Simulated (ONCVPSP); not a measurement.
Plane-wave convergence, ONCV potential for gallium

ONCVPSP 4.0.1 input, shortened (lines: element, Z, core and valence counts, functional; n l f; lmax; l rc ep ncon nbas qcut; lloc lpopt rc5 dvloc0; l nproj debl; icmod fcfact rcfact), PBEsol, scalar-relativistic:

```
  Ga 31.00    6    2  -116133      upf
    1    0    2.00
    2    0    2.00
    2    1    6.00
    3    0    2.00
    3    1    6.00
    3    2   10.00
    4    0    1.50
    4    1    1.50
    2
    0    1.75    0.00    3    6    3.40
    1    1.95    0.00    4    8    4.50
    2    2.10    0.33    4    7    5.30
    4    2    1.65    1.00
    0    2    1.90
    1    2    1.40
    2    1    1.60
    3    3.50    1.30
```

Question: For each optimised wave give the share of its norm inside rc, the residual kinetic energy above qcut (Ha) and the cutoffs (Ha) for errors of 10, 1, 0.1 and 0.01 mHa per electron.

Answer:

```json
{"wave": "4s", "norm inside rc": "0.287", "residual KE": "2.7e-03", "10 mHa": "4.3", "1 mHa": "10.8", "0.1 mHa": "27.9", "0.01 mHa": "49.7"}
{"wave": "s projector 2", "norm inside rc": "0.105", "residual KE": "9.2e-03", "10 mHa": "5.7", "1 mHa": "12.9", "0.1 mHa": "29.1", "0.01 mHa": "63.5"}
{"wave": "4p", "norm inside rc": "0.162", "residual KE": "2.2e-05", "10 mHa": "1.5", "1 mHa": "5.5", "0.1 mHa": "8.5", "0.01 mHa": "12.6"}
{"wave": "p projector 2", "norm inside rc": "0.254", "residual KE": "6.4e-04", "10 mHa": "5.6", "1 mHa": "8.7", "0.1 mHa": "62.4", "0.01 mHa": "73.8"}
{"wave": "d projector 1", "norm inside rc": "0.106", "residual KE": "7.7e-04", "10 mHa": "9.0", "1 mHa": "13.7", "0.1 mHa": "35.5", "0.01 mHa": "44.3"}
```

The occupied waves need 11 Ha and 28 Ha for 1 and 0.1 mHa.
